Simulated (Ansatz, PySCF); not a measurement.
B(CCH)(Cl)(Me) (C3H4BCl), SMILES B(C)(C#C)Cl. Atoms are numbered in the order given.

```xyz
9

B      0.2446    -0.1485     0.2073
C     -1.0494    -0.9004    -0.0826
C     -2.0752    -1.5207    -0.2981
H     -2.9843    -2.0616    -0.4933
Cl     0.4151     1.4641    -0.4860
C      1.3988    -0.7753     1.0488
H      2.1662    -0.0517     1.3540
H      1.8850    -1.5480     0.4247
H      1.0083    -1.3069     1.9307
```
Charge 0, spin multiplicity 1.

Geometry: PBE0-D3(BJ)/def2-SVP. The structure was generated by enumeration, and PubChem lists no compound with its InChIKey, so it may never have been made.

Vertical ionisation energy (IE) and electron affinity (EA) in eV. Rows of orbital energies are one-electron estimates. Where ΔSCF, EOM or ADC give a negative EA the extra electron is unbound and the value depends on the basis.

```json
[
 {"level": "−ε(HOMO), −ε(LUMO), HF/def2-TZVP (PySCF)", "IE": "11.03", "EA": "-1.79"},
 {"level": "−ε(HOMO), −ε(LUMO), PBE/def2-TZVP (PySCF)", "IE": "7.04", "EA": "2.82"},
 {"level": "ΔSCF, CAM-B3LYP/def2-SVPD (Ansatz), final states of multiplicity 2 and 2", "IE": "10.73", "EA": "0.13"},
 {"level": "ΔSCF, PBE/def2-SVPD (Ansatz), final states of multiplicity 2 and 2", "IE": "(withheld)", "EA": "(withheld)"}
]
```

**Question.** Some entries are withheld; supply them. (The exact figures need the calculation; the answer reports its results.)

**Answer.** 
- ΔSCF, PBE/def2-SVPD (Ansatz, a quantum-chemistry and plane-wave program), final states of multiplicity 2 and 2, IE: 10.24
- ΔSCF, PBE/def2-SVPD (Ansatz), final states of multiplicity 2 and 2, EA: 0.18

**Question.** What vertical singlet–triplet gap does ΔSCF give with CAM-B3LYP/def2-SVPD (Ansatz) and with PBE/def2-SVPD (Ansatz)? (Estimate from the structure and the level; the computed values follow.)

**Answer.** 4.35 and 4.19 eV (triplet above singlet where positive).
